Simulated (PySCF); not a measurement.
C3H8BNO. Atoms are numbered in the order given.

```xyz
14

C     -2.1573     0.4329     0.1514
C     -0.9658    -0.4889    -0.0093
C      0.0895    -0.5059     1.1287
B      0.9907     0.0264    -0.0731
N      2.3269     0.3988    -0.2943
O     -0.0299     0.0195    -1.0254
H     -1.8282     1.4435     0.4697
H     -2.7064     0.5349    -0.8064
H     -2.8561     0.0345     0.9152
H     -1.3000    -1.5071    -0.3117
H      0.3167    -1.5051     1.5479
H     -0.1267     0.1970     1.9575
H      2.6649     0.7072    -1.2059
H      3.0343     0.3866     0.4366
```
Charge 0, spin multiplicity 1.

The structure is a stationary point at PBE-D3(BJ)/def2-SVP. The structure was generated by enumeration; whether it is a known compound was not checked. One conformer was computed; it need not be the lowest.

These are PySCF with PBE-D3(BJ)/def2-SVP values and carry that method's errors.

Harmonic, unscaled wavenumbers; measured fundamentals usually lie a few per cent lower.

| mode | ν (cm⁻¹) | IR (km/mol) | moving atoms (share of kinetic energy) |
|---|---|---|---|
| 1 | 92 | 3.2 | C 28 %, O 24 %, H 23 %, N 23 % |
| 2 | 241 | 1.7 | H 80 % |
| 3 | 285 | 2.7 | H 51 %, C 19 %, O 15 %, N 9 % |
| 4 | 351 | 164.9 | H 80 %, N 19 % |
| 5 | 360 | 5.5 | H 47 %, B 37 %, C 12 % |
| 6 | 371 | 1.9 | H 45 %, C 30 %, O 13 %, B 8 % |
| 7 | 425 | 0.6 | H 44 %, C 33 %, O 15 % |
| 8 | 536 | 7.9 | H 81 %, B 10 % |
| 9 | 598 | 2.4 | N 33 %, C 25 %, H 21 %, O 12 %, B 9 % |
| 10 | 747 | 0.9 | H 47 %, C 40 % |
| 11 | 812 | 4.1 | H 49 %, C 25 %, B 10 %, N 10 % |
| 12 | 833 | 8.4 | H 41 %, C 27 %, O 18 %, B 10 % |
| 13 | 852 | 34.4 | O 34 %, H 31 %, C 30 % |
| 14 | 912 | 9.5 | C 41 %, H 30 %, O 21 % |
| 15 | 946 | 5.2 | H 80 %, C 10 %, B 8 % |
| 16 | 1016 | 37.7 | H 50 %, C 41 % |
| 17 | 1057 | 13.9 | H 58 %, C 33 % |
| 18 | 1096 | 37.6 | C 51 %, H 47 % |
| 19 | 1148 | 9.9 | H 50 %, C 41 % |
| 20 | 1175 | 33.0 | H 51 %, B 26 %, C 14 % |
| 21 | 1292 | 53.7 | H 44 %, B 25 %, C 20 %, O 9 % |
| 22 | 1307 | 33.5 | H 77 %, C 19 % |
| 23 | 1347 | 44.0 | H 65 %, C 34 % |
| 24 | 1356 | 54.3 | H 80 %, C 11 % |
| 25 | 1402 | 4.6 | H 94 % |
| 26 | 1416 | 1.4 | H 94 % |
| 27 | 1433 | 42.4 | H 62 %, B 29 % |
| 28 | 1563 | 350.2 | H 38 %, B 34 %, N 25 % |
| 29 | 2962 | 44.8 | H 92 % |
| 30 | 2968 | 15.1 | H 97 % |
| 31 | 3014 | 8.4 | H 94 % |
| 32 | 3063 | 21.0 | H 91 %, C 9 % |
| 33 | 3067 | 13.8 | H 91 %, C 9 % |
| 34 | 3077 | 9.5 | H 90 %, C 10 % |
| 35 | 3532 | 37.4 | H 96 % |
| 36 | 3645 | 36.6 | H 91 %, N 9 % |
